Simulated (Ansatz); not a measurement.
`C[O][In]([F])[F]` + `N#[C][GaH][Cl]` → `C[O][In]([F])[Cl]` + `N#[C][GaH][F]`  (redistribution)

Calculated with Ansatz (gas phase, PBE0-D4/def2-TZVP geometries, no zero-point term in ΔE). CCSD(T)/CBS is the MP2 limit (def2-TZVPP, def2-QZVPP) plus CCSD(T) − MP2 in def2-TZVPP, frozen cores. Functionals use def2-TZVPP. B3LYP here is the variant with VWN-RPA as its local correlation; programs differ in this. Elements past krypton have def2 core potentials. For Ga, In outer-core shells are correlated without core-valence functions, which leaves a few kJ/mol of doubt a bond. Scalar relativity is left out up to krypton. Each species was taken in one conformer, which may not be the lowest.

`C[O][In]([F])[F]`:

```xyz
8

C    -0.896    0.904   -0.489
O    -0.621   -0.482   -0.446
In    0.942   -1.185    0.492
F     2.188   -0.018    1.405
F     1.365   -3.060    0.583
H    -1.816    1.031   -1.068
H    -0.103    1.476   -0.983
H    -1.059    1.333    0.506
```

`N#[C][GaH][Cl]`:

Cartesian coordinates in Å:
```
N 1.277 0.136 2.066
C 0.649 0.107 1.099
Ga -0.430 0.100 -0.505
Cl 0.046 -1.467 -1.854
H -1.543 1.125 -0.806
```

`C[O][In]([F])[Cl]`:

```xyz
8

C    -0.869    0.534    0.932
O    -0.815   -0.343   -0.176
In    0.863   -0.696   -1.114
F     2.378    0.370   -0.534
Cl    1.159   -2.182   -2.822
H    -1.885    0.936    0.989
H    -0.658    0.003    1.867
H    -0.173    1.377    0.856
```

`N#[C][GaH][F]`:

```xyz
5

N    -1.853   -1.465   -0.437
C    -0.960   -0.767   -0.227
Ga    0.586    0.334    0.130
F     0.194    2.030    0.171
H     2.034   -0.131    0.364
```

| level | ΔE (kcal/mol) | difference from CCSD(T)/CBS |
| --- | --- | --- |
| LDA (SPW92) | -8.3 | -0.7 |
| B97M-V | -7.7 | -0.1 |
| CAM-B3LYP-D4 | -8.2 | -0.6 |
| PBE-QIDH | -8.4 | -0.8 |
| PBE | -7.1 | 0.5 |
| BLYP | -7.3 | 0.3 |
| B3LYP | -8.0 | -0.4 |
| r2SCAN0 | -8.4 | -0.8 |
| CAM-B3LYP | -8.3 | -0.7 |
| LC-ωPBE | -7.4 | 0.2 |
| SCS-MP2/def2-TZVPP | -8.7 | -1.1 |
| CCSD(T)/def2-TZVPP | -8.6 | -1.0 |
| HF/def2-QZVPP | -9.4 | -1.8 |
| MP2/def2-QZVPP | -8.2 | -0.6 |
| MP2/CBS(def2) | -7.8 | -0.2 |
| CCSD/CBS(def2) | -7.8 | -0.2 |
| CCSD(T)/CBS | -7.6 | 0 |

Largest T1 diagnostic among the species: 0.017.

At CCSD(T), def2-SVP lies −1.1 kcal/mol from the extrapolated value and def2-TZVPP −1.0 kcal/mol. From BLYP to BHLYP (50 % exact exchange), in def2-TZVPP and without D4, ΔE moves by −1.5 kcal/mol.
